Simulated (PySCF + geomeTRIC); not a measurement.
Species: C2H4OS, SMILES `CC(=O)S` (O–C–S–H torsion 180°) (charge 0, multiplicity 1).

Question: Give a relaxed geometry from PySCF + geomeTRIC with B3LYP-D3(BJ)/def2-TZVP.

Answer: This is not unique; one that fits is the end point of this relaxation, one of several conformers (outside a Z-matrix the atoms follow the SMILES, hydrogens last).
Bonded distances (Å): C1–C2 1.509, C1–H5 1.088, C1–H6 1.091, C1–H7 1.091, C2–O3 1.199, C2–S4 1.806, S4–H8 1.343. Angles (°): C2–C1–H5 108.8, C2–C1–H6 110.2, C2–C1–H7 110.2, H5–C1–H6 109.8, H5–C1–H7 109.8, H6–C1–H7 107.9, C1–C2–O3 124.3, C1–C2–S4 116.8, O3–C2–S4 118.9, C2–S4–H8 97.4.
